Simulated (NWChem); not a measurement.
Species: C2H6ClFSi; SMILES C[C@@H](F)[SiH2]Cl

```xyz
11

C      0.6173    -2.4138    -0.2441
C     -0.1822    -1.1301    -0.4092
F     -1.4102    -1.2501     0.2642
Si     0.7112     0.4018     0.3099
Cl    -0.4027     2.1147    -0.0830
H      0.8718    -2.5984     0.8197
H      1.5598    -2.3683    -0.8268
H      0.0287    -3.2804    -0.6085
H     -0.4053    -0.9529    -1.4874
H      0.8434     0.2390     1.7951
H      2.0640     0.5547    -0.3274
```
Atoms are numbered in this order, from 1.

Level: PBE-D3(BJ)/def2-SVP (NWChem), optimised geometry, unscaled harmonic frequencies. 

Problem. List the harmonic frequencies with IR intensities, and the thermochemistry.

Solution. 
```tsv
frequency (cm⁻¹)	IR intensity (km/mol)
60	0.5
110	0.6
211	1.8
249	1.6
273	5.8
404	7.8
527	37.4
557	46.3
645	9.8
711	5.4
825	188.2
878	42.2
907	74.1
965	35.5
1053	45.9
1099	10.4
1224	5.8
1290	2.8
1336	9.7
1399	5.9
1425	5.3
2167	84.5
2191	88.4
2955	17.6
2971	10.6
3063	9.0
3070	8.7
```

| Quantity | Value |
|---|---|
| zero-point energy | 46.5 kcal/mol |
| thermal correction to the enthalpy at 298.15 K (with zero-point energy) | 51.6 kcal/mol |
| heat capacity Cv | 24.0 cal/(mol K) |
| entropy at 298.15 K and 1 atm (symmetry number 1) | 84.3 cal/(mol K) |
| dipole moment | 2.42 D |

Rigid rotor and harmonic oscillator; modes under 100 cm⁻¹ make the entropy uncertain.
